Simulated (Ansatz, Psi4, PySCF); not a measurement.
C₄H₁₀O₂ (SMILES COCC(C)O), singlet, geometry from GFN2-xTB. Base run: CCSD(T)/STO-3G run with PySCF.

Here is a job for PySCF.
```python
from pyscf import gto, scf, cc

mol = gto.M(
    atom='''
C     2.54950472    0.54334797   -0.24605806
O     1.38345909   -0.09997987    0.19559518
C     0.23988357    0.24045846   -0.55972664
C    -0.95499430   -0.50342354    0.04806535
C    -2.24478646   -0.19004403   -0.69843881
O    -1.11983341   -0.13106068    1.39642165
H     2.45241018    1.63403526   -0.17660422
H     3.35582024    0.20771282    0.40294336
H     2.78045923    0.27681584   -1.28466438
H     0.06530137    1.32623464   -0.51216537
H     0.37389487   -0.04723821   -1.61269568
H    -0.74305430   -1.58420892   -0.01046806
H    -2.44188471    0.87797047   -0.66031259
H    -2.17127461   -0.50778994   -1.73444189
H    -3.06987896   -0.70923108   -0.22025609
H    -0.24844409   -0.16800953    1.80947925
''',
    basis='sto-3g',
    verbose=4,
)

mf = scf.RHF(mol)
mf.kernel()

mycc = cc.CCSD(mf)
mycc.kernel()
et = mycc.ccsd_t()
print('E(CCSD(T)) = %.10f' % (mycc.e_tot + et))
```

The same geometry, method and basis name were run in Ansatz (a quantum-chemistry and plane-wave program) and Psi4 and PySCF, at each program's defaults and at the settings that a row names. The base is PySCF at its defaults. Differences at the defaults can come from grids, fitting, cores and function types together.

```
code and settings                                                                 ΔE vs base (µEh)  basis functions      E (Eh)  SCF cycles
--------------------------------------------------------------------------------  ----------------  ---------------  ----------  ----------
PySCF, defaults (exact integrals, spherical functions, all electrons correlated)               0.0               40  -303.48778           8
Psi4, defaults (exact integrals, spherical functions, all electrons correlated)                0.0               40  -303.48778          10
Ansatz, defaults (factorised integrals, spherical functions, frozen core)                     1923               40  -303.48585           -
PySCF, frozen core                                                                            1889               40  -303.48589           8
Psi4, exact integrals, spherical functions, frozen core                                       1889               40  -303.48589          10
Ansatz, high accuracy, frozen core                                                            1889               40  -303.48589           -
```
